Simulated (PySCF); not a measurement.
This PySCF input asks for the NMR shieldings of SMILES C[C@@H](Cl)[SiH2][C@H]1C=C[SiH2]C1, C$_{6}$H$_{13}$ClSi$_{2}$; the geometry comes from GFN2-xTB.

```python
import basis_set_exchange as bse
import numpy as np
from pyscf import gto, dft
from pyscf.prop import nmr

atoms = """
C     2.793939   -1.320837    0.615050
C     1.410290   -0.705137    0.661012
Cl    1.019771   -0.283182    2.364485
Si    1.234340    0.897090   -0.376852
C    -0.601555    1.183706   -0.836959
C    -1.082548    0.018110   -1.633942
C    -1.970964   -0.811771   -1.092347
Si   -2.486787   -0.239085    0.615843
C    -1.513078    1.385655    0.387292
H     3.545569   -0.597249    0.922114
H     2.862573   -2.188985    1.268938
H     3.011385   -1.634584   -0.404042
H     0.663315   -1.450080    0.380291
H     2.012276    0.705975   -1.609394
H     1.761338    2.020102    0.399301
H    -0.616041    2.076957   -1.470910
H    -0.658083   -0.118740   -2.621112
H    -2.326824   -1.683184   -1.618922
H    -3.929324   -0.025865    0.775253
H    -1.994117   -1.090903    1.701906
H    -0.944129    1.673219    1.268840
H    -2.201759    2.208174    0.188887
"""
names = dict.fromkeys(["C", "Cl", "Si", "H"], "pcSseg-1")
basis = {el: gto.basis.parse(bse.get_basis(n, elements=[el], fmt="nwchem")) for el, n in names.items()}
mol = gto.M(atom=atoms, basis=basis, charge=0, verbose=0)
mf = dft.RKS(mol, xc="PBE0")
mf.grids.level = 2
mf.grids.alignment = dft.numint.BLKSIZE   # the property module wants whole blocks of grid points
mf.conv_tol = 1e-9
mf.kernel()

calc = nmr.RKS(mf)   # GIAO
C = mf.mo_coeff
Co = C[:, mf.mo_occ > 0]
resp = mf.gen_response(singlet=True, hermi=2)
def vind(x):   # induced exchange potential for any number of trial vectors
    d = np.einsum("pi,xij,qj->xpq", C, 2 * x.reshape(-1, C.shape[1], Co.shape[1]), Co, optimize=True)
    return np.einsum("xpq,pi,qj->xij", resp(d - d.transpose(0, 2, 1)), C, Co, optimize=True).ravel()
mo1, _ = nmr.rhf.solve_mo1(calc, with_cphf=vind)
sigma = calc.kernel(mo1)
for i, s in enumerate(sigma):   # ppm
    print("%2d %-2s %9.2f" % (i, mol.atom_pure_symbol(i), np.trace(s) / 3))
```

Q: Give the expected output.

A: 
```
 0 C     161.88
 1 C     146.45
 2 Cl    792.47
 3 Si    375.80
 4 C     149.17
 5 C      22.62
 6 C      57.14
 7 Si    377.20
 8 C     177.48
 9 H      30.19
10 H      29.96
11 H      30.49
12 H      28.34
13 H      27.54
14 H      27.42
15 H      29.00
16 H      24.71
17 H      25.57
18 H      26.95
19 H      26.71
20 H      30.13
21 H      30.35
```

These numbers come from an equivalent density-fitted implementation of the same equations, which agrees with the script to about 0.01 ppm for H and up to a few tenths of a ppm for heavy atoms, so last digits may differ.

Q: Turn these shieldings into chemical shifts. Shifts are taken against calculated references (same method and geometry level): $^{13}$C (186.93 ppm), $^{29}$Si (349.16 ppm), $^{1}$H (31.72 ppm) against TMS; $^{35}$Cl (949.78 ppm) vs HCl.

A: Averaging equivalent atoms: C 5: 164.3; C 6: 129.8; C 1: 40.5; C 4: 37.8; C 0: 25.0; C 8: 9.4; Cl 2: 157; Si 3: -26.6; Si 7: -28.0; H 16: 7.01; H 17: 6.15; H 19: 5.01; H 18: 4.77; H 14: 4.30; H 13: 4.18; H 12: 3.37; H 15: 2.71; H 20: 1.59; H 9/10/11: 1.50; H 21: 1.36 ppm. 

Size and cost of the density-fitted run: 239 basis functions, 66 s wall time on 1 thread of an Intel Xeon Platinum 8375C, shared host; peak memory 1.1 GiB.
